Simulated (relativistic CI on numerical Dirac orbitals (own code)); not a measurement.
Rh2+: resonant inelastic scattering at the L2,3 edge

Computed with this model: Dirac-Coulomb-Breit CI, KLI orbitals optimised for each configuration, model QED, valence Slater integrals scaled by 0.7, Kramers-Heisenberg scattering through one core-hole configuration in a parametric crystal field; configurations [Kr] 4d7 → [He] 2s2 2p5 3s2 3p6 3d10 4s2 4p6 4d8; 300 K; core-hole width 0.96 eV; summed over polarisations. Incident energies are the highest absorption maxima for each field (at most a few, so the weaker spin-orbit partner edge can be absent), on the computed scale of the free ion. Intensities are in per cent of the strongest line above 0.02 eV; levels within 1 cm⁻¹ are merged; final levels count from the ground level, the first row holds all elastic scattering, lines under 0.4 are left out and each table stops after 24 rows. The scale of the Slater integrals is a model choice and moves the terms in proportion.

Field parameters in Wybourne normalisation: Oh B⁴₀ = 21Dq, B⁴₄ = √(5/14) B⁴₀. The field is a parameter set, without covalency.

S is read from ⟨S²⟩ = S(S + 1).

Oh, 10Dq = 4700 cm⁻¹:

| Final level (eV) | Degeneracy | Irrep | S | 3005.2 eV | 3148.1 eV |
| --- | --- | --- | --- | --- | --- |
| 0.000 | 2 | Γ6 | 1.49 | 442.6 | 17.2 |
| 0.074 | 4 | Γ8 | 1.48 | 100.0 | 3.0 |
| 0.202 | 4 | Γ8 | 1.47 | 57.6 | 4.1 |
| 0.302 | 2 | Γ7 | 1.50 | 9.9 | 1.2 |
| 0.663 | 4 | Γ8 | 1.45 | 66.1 | 11.2 |
| 0.679 | 2 | Γ6 | 1.49 | 14.0 | 17.9 |
| 0.733 | 4 | Γ8 | 1.48 | 23.2 | 5.4 |
| 0.771 | 2 | Γ7 | 1.48 | 2.0 | 4.5 |
| 1.097 | 4 | Γ8 | 0.58 | 4.0 | 3.7 |
| 1.316 | 4 | Γ8 | 1.45 | 12.6 | 0.8 |
| 1.460 | 4 | Γ8 | 0.60 | 11.2 | 19.5 |
| 1.574 | 4 | Γ8 | 0.84 | 9.7 | 1.5 |
| 1.621 | 2 | Γ6 | 0.53 | 4.7 | 6.3 |
| 1.627 | 2 | Γ7 | 0.93 | 4.4 | 0.7 |
| 1.681 | 4 | Γ8 | 0.97 | 11.7 | 2.1 |
| 1.727 | 4 | Γ8 | 1.43 | 24.1 | 14.2 |
| 1.749 | 2 | Γ7 | 1.21 | 0.8 | 6.9 |
| 1.810 | 2 | Γ6 | 1.13 | 6.7 | 2.2 |
| 1.902 | 2 | Γ6 | 0.79 | 9.4 | 12.4 |
| 2.050 | 4 | Γ8 | 0.93 | 8.4 | 10.1 |
| 2.167 | 2 | Γ7 | 0.54 | 5.6 | 15.4 |
| 2.206 | 2 | Γ6 | 0.77 | 2.7 | 3.8 |
| 2.225 | 4 | Γ8 | 0.52 | 5.9 | 10.4 |
| 2.260 | 2 | Γ6 | 0.53 | 2.3 | 2.9 |

Oh, 10Dq = 10650 cm⁻¹:

| Final level (eV) | Degeneracy | Irrep | S | 3004.3 eV | 3005.6 eV | 3148.6 eV |
| --- | --- | --- | --- | --- | --- | --- |
| 0.000 | 2 | Γ6 | 1.49 | 265.3 | 436.3 | 30.0 |
| 0.052 | 4 | Γ8 | 1.34 | 78.8 | 67.2 | 2.0 |
| 0.142 | 4 | Γ8 | 1.35 | 66.3 | 64.4 | 5.4 |
| 0.284 | 2 | Γ7 | 1.50 | 24.4 | 14.9 | 2.3 |
| 0.499 | 4 | Γ8 | 0.96 | 24.8 | 18.1 | 6.5 |
| 1.215 | 4 | Γ8 | 1.16 | 11.9 | 100.0 | 2.9 |
| 1.313 | 2 | Γ6 | 1.41 | 9.3 | 34.0 | 17.0 |
| 1.338 | 4 | Γ8 | 1.42 | 11.1 | 53.9 | 11.7 |
| 1.371 | 2 | Γ7 | 1.30 | 0.4 | 6.2 | 8.3 |
| 1.500 | 4 | Γ8 | 0.77 | 12.3 | 15.8 | 30.8 |
| 1.609 | 2 | Γ6 | 0.66 | 10.0 | 4.5 | 10.4 |
| 1.673 | 4 | Γ8 | 0.88 | 6.2 | 37.7 | 16.9 |
| 1.682 | 2 | Γ7 | 0.84 | 1.3 | 5.9 | 6.7 |
| 1.881 | 4 | Γ8 | 0.70 | 5.0 | 31.1 | 3.4 |
| 2.016 | 2 | Γ6 | 0.60 | 3.7 | 9.5 | 4.3 |
| 2.326 | 2 | Γ7 | 1.42 | 2.7 | 3.3 | 6.5 |
| 2.343 | 4 | Γ8 | 1.46 | 7.2 | 17.5 | 15.5 |
| 2.509 | 4 | Γ8 | 1.31 | 2.9 | 19.0 | 9.7 |
| 2.512 | 2 | Γ6 | 1.24 | 2.1 | 18.1 | 7.5 |
| 2.611 | 4 | Γ8 | 1.19 | 1.1 | 4.6 | 4.7 |
| 2.681 | 2 | Γ7 | 0.61 | 1.5 | 5.2 | 24.8 |
| 2.694 | 2 | Γ6 | 0.82 | 1.6 | 11.2 | 18.7 |
| 2.810 | 4 | Γ8 | 1.00 | 0.8 | 5.6 | 5.6 |
| 2.915 | 4 | Γ8 | 0.57 | 2.3 | 13.0 | 28.1 |

For the first field the strongest loss at the lowest incident energy is the level at 0.07 eV (S = 1.48, against 1.49 in the thermal ground state). Levels of other spin, the first over 8 % at 1.46 eV, appear because spin-orbit coupling of the core hole, and in heavier ions of the valence shell too, mixes spins.
